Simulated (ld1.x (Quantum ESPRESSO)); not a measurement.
Transferability test, TM potential for bismuth (Bi)

ld1.x (Quantum ESPRESSO) 7.5 input, shortened:

```
&input
   title='Bi', zed=83., rel=1, dft='PZ', iswitch=3,
   config='[Xe] 4f14 5d10 6s2 6p3 6d-2'
 /
 &inputp
   pseudotype=2, tm=.true., lloc=1,
   nlcc=.true., new_core_ps=.true., rcore=0.90
 /
3
6S  1  0   2.00   0.00  1.45  1.45  0.0
6D  3  2  -2.00   0.45  2.30  2.30  0.0
6P  2  1   3.00   0.00  2.40  2.40  0.0
 &test
   configts(1)='6s2 6p3'
 /
```

Energies are relative to the spin-unpolarised reference configuration 6s2 6p3; without spin polarisation the order of configurations can differ from experiment. Spin-polarised rows fill each open shell by Hund’s rule, majority spin first.

```csv
valence configuration,charge,ΔE all-electron (eV),error AE − PS (meV)
6s2 6p2,+1,8.154,-12
6s2 6p1,+2,23.719,-71
6s2 6p0,+3,47.434,-243
6s1 6p0,+4,93.349,-826
6s0 6p5,0,20.722,-179
6s2 6p3.3,-0.3,-1.152,+0.3
6s2 6p3 (spin-polarised),0,-1.024,-4.0
6s2 6p2 (spin-polarised),+1,7.602,-16
```

What are ΔE and the potential's error for 6s1 6p3?

ΔE = 19.049 eV all-electron; the error (AE − PS) is -75 meV.

Note: ghost state, extra bound levels that the all-electron valence spectrum of the same l lacks: d at -78.8 eV. A true bound ghost makes a file unfit for plane-wave use.
